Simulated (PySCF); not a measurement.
WOF3, SMILES [O]=[W+]([F])([F])[F], charge +1, multiplicity 1. Atoms are numbered in the order given.

```xyz
5

W      0.0000     0.0000     0.0026
O      0.0000     0.0000    -1.6592
F      1.5095     0.8715     0.4846
F      0.0000    -1.7430     0.4846
F     -1.5095     0.8715     0.4846
```
Charge +1, spin multiplicity 1.

Geometry: B3LYP-D3(BJ)/def2-SVP. The spin state was assumed, not searched. The isomer is the one that the SMILES or the coordinates give; other isomers of the formula were not compared. The def2 effective core potentials stand for the cores of W; spin–orbit coupling is left out.

The numbers are results of PySCF with PBE0/def2-TZVP, not measurements.

ESP charges are fitted to the potential on shells at 1.4 to 2.0 van der Waals radii. Atomic charges (e):

| atom | Mulliken | ESP fit | Löwdin |
|---|---|---|---|
| W1 | 1.89 | 1.68 | … |
| O2 | -0.24 | -0.24 | … |
| F3 | -0.22 | -0.15 | … |
| F4 | -0.22 | -0.15 | … |
| F5 | -0.22 | -0.15 | … |

Some entries are withheld; supply them. (The exact figures need the calculation; the answer reports its results.)


- W1, Löwdin: 1.31
- O2, Löwdin: -0.07
- F3, Löwdin: -0.08
- F4, Löwdin: -0.08
- F5, Löwdin: -0.08
